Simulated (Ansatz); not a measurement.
Stepwise reaction of `[F][GeH2][Cl]` with hydrogen fluoride, as a gas-phase model of exchange steps in deposition or etching. ΔE in kJ/mol; ΔG adds harmonic PBE0-D4 terms to CCSD(T)/CBS, at 1 bar.

Isolated molecules relaxed with PBE0-D4/def2-TZVP in Ansatz; ΔE leaves out vibrations. CBS: MP2 limit from def2 TZ/QZ plus the TZ coupled-cluster correction, frozen cores. This one scheme is used for every species. Functionals use def2-TZVPP. B3LYP here is the variant with VWN-RPA as its local correlation; programs differ in this. For Ge outer-core shells are correlated without core-valence functions, which leaves a few kJ/mol of doubt a bond. Scalar relativity is left out up to krypton.

```csv
step,reaction,PBE-D4,B3LYP-D4,ωB97M-V,CCSD(T)/CBS,ΔG(400 K)
2,`[F][GeH]([F])[Cl]` + H–F → `[F][Ge]([F])([F])[Cl]` + H₂,-28.2,-31.0,-32.3,-26.7,-24.2
```

(1) Give the row of step 1, `[F][GeH2][Cl]` + H–F → `[F][GeH]([F])[Cl]` + H₂. (Best estimate.)

(2) By hand: ΔE of the 2 steps together at CCSD(T)/CBS.

Results:

(1) Computed: 
| step | reaction | PBE-D4 | B3LYP-D4 | ωB97M-V | CCSD(T)/CBS | ΔG(400 K) |
| --- | --- | --- | --- | --- | --- | --- |
| 1 | `[F][GeH2][Cl]` + H–F → `[F][GeH]([F])[Cl]` + H₂ | -46.2 | -48.9 | -48.9 | -42.8 | -44.2 |

(2) (-42.8) + (-26.7) = -69.5 kJ/mol, or -34.8 kJ/mol a step.

In ΔE each step is higher than the one before. All are downhill at CCSD(T)/CBS. ΔG lies between -44.2 and -24.2 kJ/mol a step. PBE-D4 differs from CCSD(T)/CBS by -3.4 to -1.5 kJ/mol a step. Isolated molecules leave out the surface, adducts and barriers. Largest T1 diagnostic: 0.012.
